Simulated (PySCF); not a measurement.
# Radial density of Br²⁺ (bromine, charge +2)

UHF, [Ar] 3d10 4s2 4p2 5s1, high-spin 4P determinant (an excited configuration). Computed with PySCF 2.14 in aug-cc-pVDZ-DK, with the spin-free X2C one-electron Hamiltonian (Gaussian nucleus).

| r (bohr) | 4πr²ρ (e/bohr) | 4πr²(ρα − ρβ) |
| --- | --- | --- |
| 0.000952 | 0.5767 | 0.0001 |
| 0.00160 | 1.375 | 0.0002 |
| 0.00269 | 3.229 | 0.0004 |
| 0.00453 | 7.295 | 0.0008 |
| 0.00762 | 15.25 | 0.0019 |
| 0.0128 | 27.86 | 0.0041 |
| 0.0216 | 40.65 | 0.0091 |
| 0.0363 | 42.18 | 0.0253 |
| 0.0610 | 35.33 | 0.0726 |
| 0.103 | 46.43 | 0.1195 |
| 0.173 | 45.86 | 0.0160 |
| 0.290 | 27.87 | 0.1250 |
| 0.488 | 34.79 | 0.2381 |
| 0.821 | 12.98 | 0.1383 |
| 1.38 | 3.969 | 1.4206 |
| 2.32 | 1.254 | 0.7850 |
| 3.91 | 0.3671 | 0.3590 |
| 6.58 | 0.04127 | 0.0413 |
| 11.1 | 1.723e-05 | 0.0000 |

Densities and radii are taken from the X2C orbitals without a picture-change correction, which distorts them close to the nucleus.

The outer electron is Rydberg-like, and this basis confines it to a smaller radius and binds it less than a complete one would.
